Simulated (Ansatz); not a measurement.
The same path of ClH + ClH2InO (7 atoms, charge 0, multiplicity 1) was run twice with different band settings. Lost on the way: Cl3–H6. Made: In1–Cl3, Cl4–H6.

All numbers below come from RKS PBE/def2-SVP in Ansatz 0.2.0.

Relaxed end points:

```xyz
7
Properties=species:S:1:pos:R:3
In 0.935 -1.774 1.181
O 1.176 -0.160 -0.689
Cl -1.449 1.471 -0.677
Cl -1.014 -0.312 2.046
H 0.416 0.480 -0.786
H -1.398 0.790 0.517
H 1.334 -0.495 -1.592
```

```xyz
7
Properties=species:S:1:pos:R:3
In -0.196 -1.726 0.335
O 1.407 0.007 -0.644
Cl -1.585 0.367 -0.758
Cl -0.756 0.404 2.361
H 0.589 0.523 -0.885
H -1.256 0.664 1.096
H 1.798 -0.238 -1.505
```

Common settings: movable images 7; climbing image yes; spring 5.0 eV/Å²; start path through a guess of the saddle point; force threshold 0.05 eV/Å; iteration limit 60; end points relaxed.

| run | optimiser | largest step |
| --- | --- | --- |
| 1 | quadratic models (default) | default |
| 2 | fire | 0.5 Å |

What does each run give, and how far can it be trusted?

Run 1: converged after 18 iterations, highest image 0.032 eV above the first end. A vibrational analysis at the climbing image gives no mode beyond 40i cm⁻¹: the surface is too flat there to confirm a saddle point.
Run 2: converged after 56 iterations, highest image 0.047 eV above the first end. The order of the stationary point at the top wasn't checked.
The orbitals stay closed-shell, which can raise the energy where a bond breaks towards radicals; this wasn't checked here.
